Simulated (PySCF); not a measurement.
SMILES O=C(c1ccccc1C)O, GFN2-xTB optimised geometry.

```
18

C     -1.84    -1.75     0.00
C     -1.04    -0.49     0.00
C     -1.70     0.74     0.00
C     -1.00     1.93     0.00
C      0.38     1.93     0.00
C      1.06     0.72     0.00
C      0.36    -0.49     0.00
C      1.13    -1.75     0.00
O      0.67    -2.87     0.00
O      2.46    -1.56     0.00
H     -1.61    -2.35     0.88
H     -1.60    -2.36    -0.87
H     -2.91    -1.53     0.00
H     -2.78     0.75     0.00
H     -1.54     2.87     0.00
H      0.93     2.85     0.00
H      2.13     0.70     0.00
H      2.91    -2.42     0.00
```

Density from PBE0/def2-SVP (PySCF 2.14.0) at that geometry.

Minimum of the electron density along straight lines between bonded atoms, close to the bond critical point (lines longer than 1.1 times the sum of covalent radii, or with two minima, are not listed):

```json
[
 {"bond": "C1–C2", "length / Å": "1.492", "ρ at the minimum / e bohr⁻³": "0.258", "∇²ρ there / e bohr⁻⁵": "-0.61", "position (fraction from the first atom)": "0.48"},
 {"bond": "C2–C3", "length / Å": "1.390", "ρ at the minimum / e bohr⁻³": "0.310", "∇²ρ there / e bohr⁻⁵": "-0.79", "position (fraction from the first atom)": "0.50"},
 {"bond": "C3–C4", "length / Å": "1.382", "ρ at the minimum / e bohr⁻³": "0.314", "∇²ρ there / e bohr⁻⁵": "-0.81", "position (fraction from the first atom)": "0.50"},
 {"bond": "C4–C5", "length / Å": "1.386", "ρ at the minimum / e bohr⁻³": "0.312", "∇²ρ there / e bohr⁻⁵": "-0.80", "position (fraction from the first atom)": "0.50"},
 {"bond": "C5–C6", "length / Å": "1.379", "ρ at the minimum / e bohr⁻³": "0.315", "∇²ρ there / e bohr⁻⁵": "-0.82", "position (fraction from the first atom)": "0.50"},
 {"bond": "C2–C7", "length / Å": "1.405", "ρ at the minimum / e bohr⁻³": "0.301", "∇²ρ there / e bohr⁻⁵": "-0.74", "position (fraction from the first atom)": "0.50"},
 {"bond": "C6–C7", "length / Å": "1.397", "ρ at the minimum / e bohr⁻³": "0.305", "∇²ρ there / e bohr⁻⁵": "-0.76", "position (fraction from the first atom)": "0.50"},
 {"bond": "C7–C8", "length / Å": "1.477", "ρ at the minimum / e bohr⁻³": "0.272", "∇²ρ there / e bohr⁻⁵": "-0.68", "position (fraction from the first atom)": "0.48"},
 {"bond": "C8–O9", "length / Å": "1.208", "ρ at the minimum / e bohr⁻³": "0.417", "∇²ρ there / e bohr⁻⁵": "0.26", "position (fraction from the first atom)": "0.33"},
 {"bond": "C8–O10", "length / Å": "1.348", "ρ at the minimum / e bohr⁻³": "0.299", "∇²ρ there / e bohr⁻⁵": "-0.40", "position (fraction from the first atom)": "0.34"},
 {"bond": "C1–H11", "length / Å": "1.088", "ρ at the minimum / e bohr⁻³": "0.276", "∇²ρ there / e bohr⁻⁵": "-1.02", "position (fraction from the first atom)": "0.63"},
 {"bond": "C1–H12", "length / Å": "1.088", "ρ at the minimum / e bohr⁻³": "0.276", "∇²ρ there / e bohr⁻⁵": "-1.02", "position (fraction from the first atom)": "0.63"},
 {"bond": "C1–H13", "length / Å": "1.087", "ρ at the minimum / e bohr⁻³": "0.277", "∇²ρ there / e bohr⁻⁵": "-1.01", "position (fraction from the first atom)": "0.62"},
 {"bond": "C3–H14", "length / Å": "1.081", "ρ at the minimum / e bohr⁻³": "0.283", "∇²ρ there / e bohr⁻⁵": "-1.07", "position (fraction from the first atom)": "0.63"},
 {"bond": "C4–H15", "length / Å": "1.080", "ρ at the minimum / e bohr⁻³": "0.284", "∇²ρ there / e bohr⁻⁵": "-1.09", "position (fraction from the first atom)": "0.63"},
 {"bond": "C5–H16", "length / Å": "1.079", "ρ at the minimum / e bohr⁻³": "0.284", "∇²ρ there / e bohr⁻⁵": "-1.08", "position (fraction from the first atom)": "0.63"},
 {"bond": "C6–H17", "length / Å": "1.078", "ρ at the minimum / e bohr⁻³": "0.287", "∇²ρ there / e bohr⁻⁵": "-1.13", "position (fraction from the first atom)": "0.64"},
 {"bond": "O10–H18", "length / Å": "0.970", "ρ at the minimum / e bohr⁻³": "0.348", "∇²ρ there / e bohr⁻⁵": "-2.36", "position (fraction from the first atom)": "0.82"}
]
```
